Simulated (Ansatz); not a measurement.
Species: C₂H₉ClSi₂ (charge 0, singlet). 
Structure (B3LYP-D3(BJ)/def2-TZVP (Ansatz, a program for electronic structure) minimum search):
SMILES: C[SiH](C)[SiH2]Cl
```xyz
14

C     -1.6376     1.6539    -0.3761
Si    -0.9293     0.0330    -1.0087
C     -1.8436    -1.4411    -0.2874
Si     1.3277    -0.0996    -0.3901
Cl     1.3901    -0.0439     1.6987
H     -2.7001     1.7317    -0.6167
H     -1.1270     2.5106    -0.8191
H     -1.5291     1.7199     0.7081
H     -0.9997    -0.0050    -2.4953
H     -2.9080    -1.3911    -0.5272
H     -1.4527    -2.3817    -0.6789
H     -1.7407    -1.4590     0.7992
H      1.9881    -1.3595    -0.8065
H      2.1476     1.0360    -0.8751
```
Charge 0, spin multiplicity 1.

Atomisation energy built up term by term with Ansatz (kcal/mol; UHF references for open shells; valence terms freeze the core; atomic spin-orbit terms are left out). CBS marks a two-point X^-3 extrapolation of the correlation energy; Hartree-Fock from the larger set.

```
term                                            basis  kcal/mol
-----------------------  ----------------------------  --------
Hartree-Fock                              cc-pV(Q+d)Z    890.63
CCSD correlation         CBS(cc-pV(T+d)Z,cc-pV(Q+d)Z)       [?]
(T)                      CBS(cc-pV(T+d)Z,cc-pV(Q+d)Z)       [?]
core correlation                            cc-pwCVTZ      2.41
scalar relativity (X2C)    cc-pVTZ-DK against cc-pVTZ     -1.91
sum: De                                                     [?]
```

Problem. Complete the blanks.

Solution. 
- CCSD correlation, kcal/mol: 256.06
- (T), kcal/mol: 13.83
- sum: De, kcal/mol: 1161.0
